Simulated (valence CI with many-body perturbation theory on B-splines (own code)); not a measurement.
## W XLII in brief

Method: valence CI with perturbative core correlation (CI+MBPT): five valence electrons over a frozen Dirac-Fock core [Ar] 3d10, radial functions for each j: 9 s, 9 p, 8 d, 6 f, 3 g, 1 h, with the one-electron correlation potential Σ1 (screened to all orders), the two-electron term Σ2, the three-electron term Σ3, Breit, model QED; selected single and double excitations, second order for the rest (own B-spline code, finite nucleus).

No measured spectrum was set against this ion. As an estimate, large intervals hold to a few tenths of a per cent, small ones and those within an open d or f shell to about a per cent. Among the levels kept, up to 270 cm⁻¹ of a level comes from second order outside the variational space, and about a tenth of that is noise between levels of different J, which matters for small intervals.

Levels are named by their leading jj configuration (3d3/2^4 stands for four electrons in 3d with j = 3/2), which in mixed levels can hold well under half, so a name can repeat and another be missing.

Rates and lifetimes use the calculated energies. Strong lines usually hold to 10 to 20 %, long lifetimes can be off by a factor of two.

(1) What is the ground level?

(2) Among levels below 3037.6 × 10³ cm⁻¹, which E1 lines absorb most strongly from the ground level?

(3) What are the static dipole polarisabilities of the lowest levels?

(4) What is the ionisation energy?

(5) Where does the other parity begin?

## Answers

(1) (4s^2 4p1/2^2 4p3/2) J=3/2, composition 47 % 4s2 4p3 2P° + 26 % 4s2 4p3 4S° + 26 % 4s2 4p3 2D°, g = 1.365.

(2) to (4s^2 4p1/2 4p3/2 4d3/2) J=5/2 at 4.726 nm, f = 0.739; to (4s^2 4p1/2 4p3/2 4d3/2) J=3/2 at 4.704 nm, f = 0.596; to (4s 4p1/2^2 4p3/2^2) J=3/2 at 6.072 nm, f = 0.261.

(3) (4s^2 4p1/2^2 4p3/2) J=3/2 0.0352 (tensor 0.0023) bohr³, of which the core gives 0.00209.

(4) 1996.4 eV; NIST lists 1994.8 ± 2 eV (semi-empirical).

(5) At (4s^2 4p1/2^2 4d3/2) J=3/2, 1240.6 × 10³ cm⁻¹.
